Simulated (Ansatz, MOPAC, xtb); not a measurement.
Diatomic MgC+, multiplicity 4 (lowest of 2S+1 = 2, 4 at CCSD(T)/def2-TZVPP on PBE0 minima; our sources give no spin for the ground state, which may be another).

Constants: fifth-degree fit in 1/R to seven points, most abundant isotopes. Runs in def2 and cc sets follow the lowest solution found near the PBE0 minimum.

Correlated levels freeze the inner cores; with def2 sets outer-core shells near the valence are correlated too. The state reached by PM7 isn't checked; PM7 holds dispersion and hydrogen-bond terms.

Programs: Ansatz (Gaussian basis) for Hartree–Fock, density functionals and correlated methods; MOPAC for PM7 (differences of heats of formation); xtb for the GFN methods.  The GFN methods have no spin term and hold the electronic entropy of 300 K.

```json
[
 {"level": "PM7", "r_e (Å)": "1.961", "ω_e (cm⁻¹)": "772", "ω_e x_e (cm⁻¹)": "4.8"},
 {"level": "GFN1-xTB", "r_e (Å)": "2.010", "ω_e (cm⁻¹)": "525", "ω_e x_e (cm⁻¹)": "6.5"},
 {"level": "PBE/def2-TZVPP", "r_e (Å)": "2.004", "ω_e (cm⁻¹)": "614", "ω_e x_e (cm⁻¹)": "5.3"},
 {"level": "r2SCAN/def2-TZVPP", "r_e (Å)": "1.987", "ω_e (cm⁻¹)": "644", "ω_e x_e (cm⁻¹)": "5.6"},
 {"level": "BHLYP/def2-TZVPP", "r_e (Å)": "1.977", "ω_e (cm⁻¹)": "…", "ω_e x_e (cm⁻¹)": "8.0"},
 {"level": "CAM-B3LYP/def2-TZVPP", "r_e (Å)": "1.977", "ω_e (cm⁻¹)": "639", "ω_e x_e (cm⁻¹)": "6.8"},
 {"level": "wB97M-V/def2-TZVPP", "r_e (Å)": "1.977", "ω_e (cm⁻¹)": "655", "ω_e x_e (cm⁻¹)": "5.9"},
 {"level": "CCSD(T)/def2-QZVPP", "r_e (Å)": "…", "ω_e (cm⁻¹)": "…", "ω_e x_e (cm⁻¹)": "6.3"}
]
```

**Question.** What belongs in the gaps?

**Answer.** 
- CCSD(T)/def2-QZVPP, r_e (Å): 1.969
- CCSD(T)/def2-QZVPP, ω_e (cm⁻¹): 671
- BHLYP/def2-TZVPP, ω_e (cm⁻¹): 634

Ansatz is a quantum-chemistry and plane-wave program.
